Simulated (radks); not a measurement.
Effect of the nuclear size on the osmium ion Os9+, [Kr] 4d10 4f14 5s2 5p5. All-electron calculation, Dirac Kohn-Sham, exchange-only LDA, spin-unpolarised, spherical densities, finite nucleus; open shells fill j = l - 1/2 first; Fermi nuclear charge, rms radius 5.4126 fm. Program: a radial shooting solver on a logarithmic mesh with Libxc functionals. The rms radius is varied about that value; shifts are against it.

rms radius (fm)  total energy shift (eV)  density at nucleus (e/bohr^3)  1s1/2 shift (meV)  2s1/2 shift (meV)  4p1/2 shift (meV)  5s1/2 shift (meV)  5p1/2 shift (meV)  5p3/2 shift (meV)  6s1/2 (empty) shift (meV)
4.5899                             -20.4                      1.772e+06              -8250              -1180             -0.425              -13.1              0.289               1.04                      -3.93
5.1907                             -5.73                      1.694e+06              -2310               -332             -0.120              -3.67              0.081              0.292                      -1.10
5.4126                                 0                      1.668e+06              0.000              0.000              0.000              0.000              0.000              0.000                      0.000
5.6291                              5.73                      1.644e+06               2310                332              0.121               3.67             -0.081             -0.292                       1.10
6.4248                              28.0                      1.566e+06              11300               1620              0.603               17.9             -0.392              -1.43                       5.38

Slopes of the eigenvalues against <r^2> in GHz/fm^2, as finite differences over the two radii next to the reference (eigenvalue slopes, not the field-shift constants of lines): 1s1/2 236000, 2s1/2 33800, 4p1/2 12.3, 5s1/2 374, 5p1/2 -8.21, 5p3/2 -29.8, 6s1/2 (empty) 112.
